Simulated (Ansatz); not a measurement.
Isolated molecules relaxed with PBE0-D4/def2-TZVP in Ansatz; ΔE leaves out vibrations. CCSD(T)/CBS adds triple-zeta CCSD(T) − MP2 to the extrapolated MP2 energy (def2 sets, frozen cores). This one scheme is used for every species, atoms too. Functionals use def2-TZVPP. No spin–orbit coupling; open shells (•) take unrestricted orbitals. Spin–orbit coupling would lower the free atoms: a little for Cl. Each species was taken in one conformer, which may not be the lowest.

Consider the hydrogen abstraction from the Si–H bond: `CO[SiH](O)[SiH3]` + Cl• → `CO[Si](O)[SiH3]`• + HCl.

| level | ΔE (kcal/mol) |
| --- | --- |
| r2SCAN-D4 | -15.2 |
| ωB97X-V | -10.2 |
| B2PLYP | -10.8 |
| PBE | -17.8 |
| SCS-MP2/def2-TZVPP | -8.3 |
| HF/def2-QZVPP | 0.0 |
| MP2/def2-QZVPP | -12.8 |
| SCS-MP2/def2-QZVPP | -9.4 |

Task: What does CCSD(T)/CBS give? (Best estimate.)

Result: Ansatz gave: -10.9 kcal/mol. The listed levels differ from it by -4.3, 0.7, 0.1, -6.9, 2.6, 10.9, -1.9, 1.5 kcal/mol.

Largest T1 diagnostic among the species: 0.015.

In def2-TZVPP, CCSD(T) changes the Hartree–Fock value by −9.6 kcal/mol (the triples alone add −1.5 kcal/mol) and MP2 by −12.0 kcal/mol. From PBE to PBE0 (25 % exact exchange), in def2-TZVPP and without D4, ΔE moves by +3.6 kcal/mol.

CCSD(T)/CBS has its own doubt, a few kJ/mol and more with outer-core shells, so smaller differences from it don't rank the levels.
